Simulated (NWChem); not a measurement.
System: C₂H₅BN₂O; SMILES NB(C)OC#N

The following NWChem deck was run.

```
start job
memory heap 200 mb stack 900 mb global 1100 mb
geometry units angstroms noautosym nocenter noautoz
  C     -0.719168     2.189704    -0.002183
  B      0.045287     0.819856     0.004318
  N      1.428835     0.648264     0.002565
  O     -0.792367    -0.346487     0.004546
  C     -0.281855    -1.531892    -0.001145
  N      0.164067    -2.609825    -0.005809
  H     -1.287796     2.308440    -0.933881
  H     -1.451605     2.232070     0.813438
  H     -0.052013     3.052411     0.094930
  H      1.883895    -0.256991    -0.000493
  H      2.066490     1.430701     0.003099
end
basis spherical
  C library pcsseg-1
  B library pcsseg-1
  N library pcsseg-1
  O library pcsseg-1
  H library pcsseg-1
end
dft
  xc slater vwn_5
  iterations 150
end
property
  shielding
end
task dft property
```

Parts of the log:

```
             Northwest Computational Chemistry Package (NWChem) 7.3.0
             --------------------------------------------------------

                             Geometry "geometry" -> ""
                             -------------------------

 Output coordinates in angstroms (scale by  1.889725989 to convert to a.u.)

  No.       Tag          Charge          X              Y              Z
 ---- ---------------- ---------- -------------- -------------- --------------
    1 C                    6.0000    -0.71916800     2.18970400    -0.00218300
    2 B                    5.0000     0.04528700     0.81985600     0.00431800
    3 N                    7.0000     1.42883500     0.64826400     0.00256500
    4 O                    8.0000    -0.79236700    -0.34648700     0.00454600
    5 C                    6.0000    -0.28185500    -1.53189200    -0.00114500
    6 N                    7.0000     0.16406700    -2.60982500    -0.00580900
    7 H                    1.0000    -1.28779600     2.30844000    -0.93388100
    8 H                    1.0000    -1.45160500     2.23207000     0.81343800
    9 H                    1.0000    -0.05201300     3.05241100     0.09493000
   10 H                    1.0000     1.88389500    -0.25699100    -0.00049300
   11 H                    1.0000     2.06649000     1.43070100     0.00309900

 Effective nuclear repulsion energy (a.u.)     201.9761383425

                              NWChem Property Module
                              ----------------------

  itol2e modified to match energy
  convergence criterion.

                                 NWChem DFT Module
                                 -----------------

 Summary of "ao basis" -> "ao basis" (spherical)
 ------------------------------------------------------------------------------
       Tag                 Description            Shells   Functions and Types
 ---------------- ------------------------------  ------  ---------------------
 C                          pcsseg-1                 7       17   3s3p1d
 B                          pcsseg-1                 7       17   3s3p1d
 N                          pcsseg-1                 7       17   3s3p1d
 O                          pcsseg-1                 7       17   3s3p1d
 H                          pcsseg-1                 3        5   2s1p

  itol2e modified to match energy
  convergence criterion.

            General Information
            -------------------
          SCF calculation type: DFT
          Wavefunction type:  closed shell.
          No. of atoms     :    11
          No. of electrons :    44
           Alpha electrons :    22
            Beta electrons :    22
          Charge           :     0
          Spin multiplicity:     1
          Use of symmetry is: off; symmetry adaption is: off
          Maximum number of iterations: 150
          AO basis - number of functions:   127
                     number of shells:    57
          Convergence on energy requested:  1.00D-07
          Convergence on density requested:  1.00D-05
          Convergence on gradient requested:  5.00D-04

              XC Information
              --------------
                        Slater Exchange Functional  1.000 local
                      VWN V Correlation Functional  1.000 local

             Grid Information
             ----------------
          Grid used for XC integration:  fine
          Radial quadrature: Mura-Knowles
          Angular quadrature: Lebedev.
          Tag              B.-S. Rad. Rad. Pts. Rad. Cut. Ang. Pts.
          ---              ---------- --------- --------- ---------
          C                   0.70       70          12.0       590
          B                   0.85       70           9.0       590
          N                   0.65       70          14.0       590
          O                   0.60       70          10.0       590
          H                   0.35       60          12.0       590
          Grid pruning is: on
          Number of quadrature shells:   720
          Spatial weights used:  Erf1

      Superposition of Atomic Density Guess
      -------------------------------------

 Sum of atomic energies:        -285.64125600

      Non-variational initial energy
      ------------------------------

 Total energy =    -288.723173
 1-e energy   =    -786.201266
 2-e energy   =     295.501955
 HOMO         =      -0.381197
 LUMO         =       0.052502

   convergence    iter        energy       DeltaE   RMS-Dens  Diis-err
 ---------------- ----- ----------------- --------- --------- ---------
 d= 0,ls=0.0,diis     1   -286.2476617383 -4.88D+02  1.33D-02  1.98D+00
 d= 0,ls=0.0,diis     2   -285.4825228498  7.65D-01  1.22D-02  8.10D+00
 d= 0,ls=0.0,diis     3   -286.3202909977 -8.38D-01  4.08D-03  1.04D+00
 d= 0,ls=0.0,diis     4   -286.4055074586 -8.52D-02  1.59D-03  2.57D-01
 d= 0,ls=0.0,diis     5   -286.4273900213 -2.19D-02  3.74D-04  9.10D-03
  Resetting Diis
 d= 0,ls=0.0,diis     6   -286.4280357752 -6.46D-04  1.65D-04  1.20D-03
 d= 0,ls=0.0,diis     7   -286.4281625459 -1.27D-04  9.78D-05  9.60D-05
 d= 0,ls=0.0,diis     8   -286.4281323931  3.02D-05  6.42D-05  3.90D-04
 d= 0,ls=0.0,diis     9   -286.4281725862 -4.02D-05  9.45D-06  4.51D-06
 d= 0,ls=0.0,diis    10   -286.4281730338 -4.48D-07  3.12D-06  4.33D-07
 d= 0,ls=0.0,diis    11   -286.4281730601 -2.63D-08  1.33D-06  1.74D-07

         Total DFT energy =     -286.428173060103
      One electron energy =     -790.801787073112
           Coulomb energy =      339.093359286230
    Exchange-Corr. energy =      -36.695883615722
 Nuclear repulsion energy =      201.976138342500

 Numeric. integr. density =       44.000003330077

                       DFT Final Molecular Orbital Analysis
                       ------------------------------------

 Vector   20  Occ=2.000000D+00  E=-2.944303D-01
              MO Center=  5.9D-01, -1.3D-01, -5.9D-03, r^2= 3.9D+00
   Bfn.  Coefficient  Atom+Function         Bfn.  Coefficient  Atom+Function
  ----- ------------  ---------------      ----- ------------  ---------------
    46      0.323612   3 N  pz               43      0.308888   3 N  pz
    94     -0.206298   6 N  pz               77     -0.179464   5 C  pz
    97     -0.163560   6 N  pz               40      0.159685   3 N  pz
    26      0.151787   2 B  pz               80     -0.117516   5 C  pz
   103      0.109572   7 H  s                91     -0.106691   6 N  pz

[...]

          -----------------------------------------
          Chemical Shielding Tensors (GIAO, in ppm)
          -----------------------------------------

                                NWChem CPHF Module
                                ------------------

  scftype          =     RHF
  nclosed          =       22
  nopen            =        0
  variables        =     2310
  # of vectors     =        3
  tolerance        = 0.10D-03
  level shift      = 0.00D+00
  max iterations   =       50
  max subspace     =       30

 SCF residual:    7.3920392085594010E-005

Iterative solution of linear equations
  No. of variables     2310
  No. of equations        3
  Maximum subspace       30
        Iterations       50
       Convergence  1.0D-04

   iter   nsub   residual    time
   ----  ------  --------  ---------
     1      3    2.83D-05      58.0

      Atom:    1  C
        Diamagnetic
    253.3533     -2.8162     -0.0418
     -2.8162    259.9409      0.1924
     -0.0418      0.1924    250.5924

        Paramagnetic
    -75.1744     -2.1931     -0.4785
     -2.1931    -66.2954      0.6288
     -0.4785      0.6288    -68.6087

        Total Shielding Tensor
    178.1789     -5.0093     -0.5204
     -5.0093    193.6455      0.8211
     -0.5204      0.8211    181.9837

           isotropic =     184.6027
          anisotropy =      15.8845

          Principal Components and Axis System
                 1           2           3
              195.1923    181.9310    176.6847

      1        -0.2837     -0.0286      0.9585
      2         0.9563     -0.0821      0.2806
      3         0.0706      0.9962      0.0506

      Atom:    2  B
        Diamagnetic
    202.4757     -1.0542     -0.0018
     -1.0542    203.3994      0.0473
     -0.0018      0.0473    176.7583

        Paramagnetic
   -143.9152    -26.4610      0.0340
    -26.4610   -172.0176     -0.0689
      0.0340     -0.0689    -88.2513

        Total Shielding Tensor
     58.5605    -27.5152      0.0322
    -27.5152     31.3818     -0.0216
      0.0322     -0.0216     88.5070

           isotropic =      59.4831
          anisotropy =      43.5360

          Principal Components and Axis System
                 1           2           3
               88.5071     75.6591     14.2831

      1         0.0026      0.8494      0.5278
      2        -0.0016     -0.5278      0.8494
      3         1.0000     -0.0030      0.0000

      Atom:    3  N
        Diamagnetic
    332.7441      0.7102     -0.0576
      0.7102    323.9240      0.0632
     -0.0576      0.0632    301.6125

        Paramagnetic
   -120.3063    -35.1721     -0.4817
    -35.1721   -230.1641      0.5202
     -0.4817      0.5202    -98.8449

        Total Shielding Tensor
    212.4378    -34.4619     -0.5393
    -34.4619     93.7599      0.5834
     -0.5393      0.5834    202.7676

           isotropic =     169.6551
          anisotropy =      78.1317

          Principal Components and Axis System
                 1           2           3
              221.7429    202.7452     84.4771

      1         0.9650      0.0351      0.2600
      2        -0.2600     -0.0058      0.9656
      3        -0.0354      0.9994     -0.0036

      Atom:    4  O
        Diamagnetic
    389.4398      0.2775     -0.0609
      0.2775    415.6553      0.1136
     -0.0609      0.1136    378.4370

        Paramagnetic
   -243.8134     -1.5817     -0.2420
     -1.5817   -157.0877      0.9732
     -0.2420      0.9732   -151.3007

        Total Shielding Tensor
    145.6265     -1.3042     -0.3028
     -1.3042    258.5676      1.0868
     -0.3028      1.0868    227.1363

           isotropic =     210.4435
          anisotropy =      72.2654

          Principal Components and Axis System
                 1           2           3
              258.6204    227.0996    145.6104

      1        -0.0116     -0.0032      0.9999
      2         0.9993     -0.0346      0.0115
      3         0.0346      0.9994      0.0036

      Atom:    5  C
        Diamagnetic
    249.9256    -14.9679     -0.0782
    -14.9679    283.7462      0.1779
     -0.0782      0.1779    241.4207

        Paramagnetic
   -250.9179   -100.8021     -0.3971
   -100.8021    -41.9986      1.0747
     -0.3971      1.0747   -289.8010

        Total Shielding Tensor
     -0.9923   -115.7700     -0.4753
   -115.7700    241.7476      1.2526
     -0.4753      1.2526    -48.3803

           isotropic =      64.1250
          anisotropy =     335.9820

          Principal Components and Axis System
                 1           2           3
              288.1130    -48.3862    -47.3518

      1        -0.3717     -0.0204      0.9281
      2         0.9283     -0.0125      0.3716
      3         0.0040      0.9997      0.0236

      Atom:    6  N
        Diamagnetic
    334.9570     -3.5485     -0.0188
     -3.5485    342.9959      0.0379
     -0.0188      0.0379    332.1793

        Paramagnetic
   -332.6998   -114.7877     -0.6158
   -114.7877    -81.1524      1.6623
     -0.6158      1.6623   -423.8319

        Total Shielding Tensor
      2.2571   -118.3362     -0.6345
   -118.3362    261.8435      1.7003
     -0.6345      1.7003    -91.6526

           isotropic =      57.4827
          anisotropy =     375.3251

          Principal Components and Axis System
                 1           2           3
              307.6995    -91.6608    -43.5905

      1        -0.3613      0.0012      0.9325
      2         0.9325     -0.0044      0.3613
      3         0.0045      1.0000      0.0005

      Atom:    7  H
        Diamagnetic
     28.4713     -3.0802      7.4488
     -3.0802     26.9084     -3.2072
      7.4488     -3.2072     33.5949

        Paramagnetic
      1.3289      1.4807     -2.8045
      1.4807      1.9094      1.1514
     -2.8045      1.1514     -0.6110

        Total Shielding Tensor
     29.8003     -1.5995      4.6443
     -1.5995     28.8178     -2.0558
      4.6443     -2.0558     32.9839

           isotropic =      30.5340
          anisotropy =       9.8758

          Principal Components and Axis System
                 1           2           3
               37.1178     28.0085     26.4757

      1         0.5571      0.1196      0.8218
      2        -0.2992      0.9520      0.0643
      3         0.7747      0.2817     -0.5661

      Atom:    8  H
        Diamagnetic
     31.3800     -2.8430     -8.1813
     -2.8430     26.7361      2.0820
     -8.1813      2.0820     31.1673

        Paramagnetic
      0.0794      1.4095      3.0674
      1.4095      2.1058     -0.7002
      3.0674     -0.7002      0.2510

        Total Shielding Tensor
     31.4594     -1.4335     -5.1139
     -1.4335     28.8419      1.3818
     -5.1139      1.3818     31.4183

           isotropic =      30.5732
          anisotropy =       9.6949

          Principal Components and Axis System
                 1           2           3
               37.0364     28.3588     26.3244

      1         0.6890      0.1563      0.7077
      2        -0.2361      0.9716      0.0153
      3        -0.6852     -0.1776      0.7063

      Atom:    9  H
        Diamagnetic
     29.1302      5.7728      0.6877
      5.7728     38.2319      1.2294
      0.6877      1.2294     23.2540

        Paramagnetic
      1.5150     -2.6987     -0.2695
     -2.6987     -2.7390     -0.4447
     -0.2695     -0.4447      3.2722

        Total Shielding Tensor
     30.6452      3.0741      0.4182
      3.0741     35.4929      0.7847
      0.4182      0.7847     26.5262

           isotropic =      30.8881
          anisotropy =       9.2560

          Principal Components and Axis System
                 1           2           3
               37.0588     29.1547     26.4508

      1         0.4352      0.8991     -0.0479
      2         0.8964     -0.4376     -0.0702
      3         0.0841      0.0124      0.9964

      Atom:   10  H
        Diamagnetic
     31.8994     -6.2645     -0.0413
     -6.2645     37.7310      0.0640
     -0.0413      0.0640     18.0815

        Paramagnetic
     -2.8144      2.2159      0.0014
      2.2159     -7.2389     -0.0032
      0.0014     -0.0032      3.1237

        Total Shielding Tensor
     29.0851     -4.0486     -0.0400
     -4.0486     30.4921      0.0608
     -0.0400      0.0608     21.2053

           isotropic =      26.9275
          anisotropy =      10.4562

          Principal Components and Axis System
                 1           2           3
               33.8983     25.6793     21.2048

      1        -0.6437      0.7653      0.0022
      2         0.7652      0.6437     -0.0056
      3         0.0057      0.0019      1.0000

      Atom:   11  H
        Diamagnetic
     35.6482      9.4623     -0.0034
      9.4623     34.3887      0.0268
     -0.0034      0.0268     20.3492

        Paramagnetic
     -4.2600     -4.9652      0.0478
     -4.9652     -5.9037     -0.0186
      0.0478     -0.0186      2.0410

        Total Shielding Tensor
     31.3882      4.4971      0.0444
      4.4971     28.4850      0.0083
      0.0444      0.0083     22.3902

           isotropic =      27.4211
          anisotropy =      10.8618

          Principal Components and Axis System
                 1           2           3
               34.6623     25.2112     22.3899

      1         0.8084     -0.5885     -0.0067
      2         0.5886      0.8084      0.0036
      3         0.0033     -0.0069      1.0000
```

Level: LDA (Slater exchange, VWN5)/pcSseg-1, GIAO. Coordinates come from a B3LYP/6-31G* (spherical d) optimisation. The printed shielding anisotropy is the first printed principal value minus the mean of the other two.
